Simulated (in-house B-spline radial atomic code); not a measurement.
A run on Ga that did not converge. Method: scalar-relativistic (X2C) CAM-B3LYP, spin-polarised, spherical fractional occupations, Fermi nucleus of rms radius 3.9973 fm; computed with a B-spline radial code for spherical atoms.

Command:
```bash
python run_scf.py task.json out
```
Settings (nuclear radius in fm, mass in u):
```
Z                31
configuration    [Ne] 3s2 3p5.875 3d10 4s2 4p1 4d0.125
hamiltonian      x2c
method           camb3lyp
spin_polarised   True
nucleus          fermi
rms_radius       3.9973
atomic_mass      68.92557
speed_of_light   137.035999084
```

First and last ten iterations of the last attempt (damped for 15 steps, keeping 80 % of the old Fock matrix, then DIIS):
```
 iter        energy (Eh)    residual
    1       -1942.895980    3.57e-01
    2       -1943.265132    1.05e-01
    3       -1943.425167    6.02e-02
    4       -1943.470857    4.18e-02
    5       -1943.483860    3.00e-02
    6       -1943.487826    2.20e-02
    7       -1943.489213    1.63e-02
    8       -1943.489786    1.22e-02
    9       -1943.490061    9.24e-03
   10       -1943.490206    7.01e-03
  111       -1943.490401    3.97e-06
  112       -1943.490399    5.54e-06
  113       -1943.490399    5.72e-06
  114       -1943.490399    5.56e-06
  115       -1943.490399    5.19e-06
  116       -1943.490399    4.52e-06
  117       -1943.490399    4.39e-06
  118       -1943.490399    4.12e-06
  119       -1943.490399    5.51e-06
  120       -1943.490399    5.61e-06
 not converged after 120 iterations
```

The smallest residual met was 3.0e-06; the threshold is about 3e-07. Over the last five steps the energy moves by less than 9e-07 hartree, but the orbitals didn't meet the threshold. Time taken, with all properties: 18 s on 1 thread of x86-64 server CPU, on a shared host.
